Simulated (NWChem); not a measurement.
System: TlCl; SMILES [Cl][Tl]

All runs: NWChem. Coordinates come from a PBE0/def2-SVP optimisation. def2 effective core potentials on Tl; no spin-orbit coupling. Level BLYP/def2-SVP: single points from the atomic guess with DIIS by default; each run changes one setting, and all converged runs end within 0.3 mHa of each other. cgmin counts macro-iterations, each dearer than a DIIS step.

Question: Which setting needs the most SCF iterations, or fails (quadratically convergent solver (cgmin); no DIIS, 40 % damping; defaults; level shift of 0.5 Ha throughout; no level shifting)?

Answer: no DIIS, 40 % damping, which doesn't converge.
| setting | SCF iterations |
|---|---|
| defaults | 9 |
| quadratically convergent solver (cgmin) | 6 |
| no level shifting | 9 |
| level shift of 0.5 Ha throughout | 25 |
| no DIIS, 40 % damping | not converged in 200 |
